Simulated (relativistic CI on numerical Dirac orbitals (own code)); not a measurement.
# Nd XLV: q coefficients and field-shift factors

These numbers are calculated, not measured: Dirac-Coulomb-Breit CI, KLI orbitals optimised for each configuration, derivatives by finite differences, unscaled Slater integrals, QED left out (own radial code, finite nucleus).

CI space (outside the closed core [Ne]): 3s2.3p4, 3s.3p5, 3s2.3p3.3d, 3p6, 3s.3p4.3d, 3p5.3d, 3p4.3d2, 3p3.3d3. Double excitations out of closed p, d and f shells are left out; levels of such configurations are missing from the list, as are those of other unlisted configurations, and high levels can miss mixing partners.

With x = (α/α₀)² − 1 an excitation energy changes as ω = ω₀ + qx; K = 2q/ω₀ is the relative enhancement. Terms are leading LS components, so labels can repeat. The field-shift factor is F = δν/δ⟨r²⟩ for the transition from the lowest level.

Lowest level 3s2.3p4 3P_2.

| Level | ω₀ (cm⁻¹) | q (cm⁻¹) | K | F (GHz/fm²) |
| --- | --- | --- | --- | --- |
| 3s2.3p4 1S_0 | 134792 | 10320 | 0.153 | -1.79 |
| 3s2.3p4 3P_1 | 1017128 | 1.184e+06 | 2.33 | -65.7 |
| 3s2.3p4 1D_2 | 1082497 | 1.18e+06 | 2.18 | -65.8 |
| 3s2.3p3.3d 3F°_2 | 1448606 | 60040 | 0.0829 | 3.85 |
| 3s2.3p3.3d 5D°_1 | 1493035 | 89060 | 0.119 | -25.4 |
| 3s2.3p3.3d 3F°_3 | 1500083 | 70070 | 0.0934 | 11.2 |
| 3s2.3p3.3d 3P°_0 | 1501657 | 68810 | 0.0916 | 10.3 |
| 3s2.3p3.3d 3F°_4 | 1712962 | 299900 | 0.35 | 13.8 |
| 3s2.3p3.3d 3P°_2 | 1726251 | 406000 | 0.47 | -152 |
| 3s2.3p3.3d 3D°_3 | 1879397 | 326600 | 0.348 | 11 |
| 3s2.3p3.3d 3D°_1 | 1935084 | 362500 | 0.375 | -36 |
| 3s.3p5 3P°_2 | 2143288 | 1.244e+06 | 1.16 | -1330 |
| 3s2.3p4 3P_0 | 2152855 | 2.362e+06 | 2.19 | -147 |
| 3s.3p5 1P°_1 | 2260044 | 1.279e+06 | 1.13 | -1120 |
| 3s2.3p3.3d 3F°_2 | 2417657 | 1.222e+06 | 1.01 | -48 |
| 3s2.3p3.3d 5D°_0 | 2425900 | 1.233e+06 | 1.02 | -70.4 |
| 3s2.3p3.3d 3D°_1 | 2432543 | 1.234e+06 | 1.01 | -180 |
| 3s2.3p3.3d 3F°_3 | 2465800 | 1.229e+06 | 0.997 | -46.8 |
| 3s2.3p3.3d 3G°_4 | 2526308 | 1.219e+06 | 0.965 | -46.8 |
| 3s2.3p3.3d 3F°_2 | 2596774 | 1.238e+06 | 0.953 | -71.5 |
| 3s2.3p3.3d 3D°_3 | 2650762 | 1.454e+06 | 1.1 | -44.5 |
| 3s2.3p3.3d 5D°_4 | 2661502 | 1.454e+06 | 1.09 | -43.8 |
| 3s2.3p3.3d 3D°_3 | 2725675 | 1.219e+06 | 0.895 | -44.6 |

At this charge energies of transitions that change n are usually good to better than 1 %, and those within a shell (Δn = 0) to a few per cent.
